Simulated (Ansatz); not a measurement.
`C[B](Cl)[InH2]` + CH₃NH₂ → `CNB(C)Cl` + `[InH3]`  (cleavage of the B–In bond)

Gas-phase electronic energies from Ansatz, PBE0-D4/def2-TZVP geometries. CCSD(T)/CBS is the MP2 limit (def2-TZVPP, def2-QZVPP) plus CCSD(T) − MP2 in def2-TZVPP, frozen cores. Functionals use def2-TZVPP. Elements past krypton have def2 core potentials. For In outer-core shells are correlated without core-valence functions, which leaves a few kJ/mol of doubt a bond. One conformer a species, not always the lowest.

CCSD(T)/CBS gives -148.1 kJ/mol.

Question: Another level gave -154.5 kJ/mol. Which?
A. B2PLYP/def2-TZVPP
B. revPBE/def2-TZVPP
C. B97M-V/def2-TZVPP
D. PBE-D4/def2-TZVPP

Answer: A. B2PLYP -154.5, B97M-V -166.1, revPBE -138.0, PBE-D4 -147.7 kJ/mol.

Largest T1 diagnostic among the species: 0.014.

At CCSD(T), def2-SVP lies −26.1 kJ/mol from the extrapolated value and def2-TZVPP −4.1 kJ/mol. In def2-TZVPP, CCSD(T) changes the Hartree–Fock value by +10.1 kJ/mol (the triples alone add +0.6 kJ/mol) and MP2 by +9.0 kJ/mol. From PBE to PBE0 (25 % exact exchange), in def2-TZVPP and without D4, ΔE moves by −5.4 kJ/mol.
